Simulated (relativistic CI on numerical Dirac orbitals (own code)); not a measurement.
A reference radial Dirac CI calculation of P³⁺ gave the lowest total energy -339.29077 Ha in 10 SCF steps, from this input:

```
atom P  Z=15  charge=3  electrons=12
nucleus A=31  rms_radius_fm=3.1889
hamiltonian dirac-coulomb  breit=on  qed=on  c_scale=1
orbitals kli  potential=per-configuration
slater_scale 1
correlation none
mixing on
grid step=0.0125 r_max=25.7
scf mixing=0.4 start=green max_iterations=150 tolerance=2e-08 node_fill=0.05
configurations
  [Ne] 3s2
end
```

One setting was then changed (and the iteration limit cut to 66), and the output read:

```
SCF 1: [Ne] 3s2
 iter      energy (Ha)   residual   last orbital (Ha)
      3s not found; potential halved back
error: SCF of 1s2 2s2 2p6 3s2 stopped: an orbital could not be found
end: not converged
```

Q: Which setting was changed?
A. charge
B. end of the grid
C. SCF mixing
D. QED terms

A: B. The end of the grid at 0.77 bohr. This setting is bad on purpose; its numbers may not be properties of the ion.
